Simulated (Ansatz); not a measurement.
`[OH][Al]([SH])[Cl]` + H–F → `[OH][Al]([F])[Cl]` + H₂S at 700 K and 1 bar (ligand exchange at the Al–S bond).

Calculated with Ansatz (gas phase, PBE0-D4/def2-TZVP geometries, no zero-point term in ΔE). CCSD(T)/CBS is the MP2 limit (def2-TZVPP, def2-QZVPP) plus CCSD(T) − MP2 in def2-TZVPP, frozen cores. This one scheme is used for every species. Each species was taken in one conformer, which may not be the lowest.

| species | CCSD(T)/CBS energy (Eh) | H − E (kJ/mol) | S (J/(mol·K)) |
| --- | --- | --- | --- |
| `[OH][Al]([SH])[Cl]` | -1176.12769 | 126.4 | 421.7 |
| H–F | -100.39570 | 45.2 | 198.5 |
| `[OH][Al]([F])[Cl]` | -877.57483 | 98.6 | 384.5 |
| H₂S | -398.97279 | 64.8 | 236.9 |

H − E and S are ideal-gas, rigid-rotor, harmonic terms from PBE0-D4/def2-TZVP, for one conformer and one mirror image of each species. 1 Eh = 2625.50 kJ/mol, R = 8.31446 J/(mol·K).

**Question.** By hand: ΔE, ΔH, ΔS and ΔG.

**Answer.** ΔE = (-877.57483) + (-398.97279) − (-1176.12769) − (-100.39570) = -0.02423 Eh = -63.6 kJ/mol. Δ(H − E) = 98.6 + 64.8 − 126.4 − 45.2 = -8.2, so ΔH = -71.8 kJ/mol. ΔS = 384.5 + 236.9 − 421.7 − 198.5 = 1.2 J/(mol·K). ΔG = -71.8 − 700 × (1.2)/1000 = -72.6 kJ/mol.

**Question.** By hand: the equilibrium constant, and the temperature at which ΔG would vanish if ΔH and ΔS stayed fixed.

**Answer.** log₁₀ K = −ΔG/(RT ln 10) = 5.4. ΔH and −TΔS have one sign here, so there is no such temperature.

The number of gas molecules stays the same, so ΔS is small and ΔH decides. A doubt of 5 kJ/mol in ΔE shifts log₁₀ K by 0.4 here. Other conformers and mirror images would add mixing entropy, several J/(mol·K) or more a flexible species. These are equilibria of isolated gas molecules and say nothing of rates. Largest T1 diagnostic: 0.011 (customary marks: 0.02 for closed shells, 0.045 for open ones).

ΔS is within the doubt of such terms, so its sign, and with it that verdict, could turn.
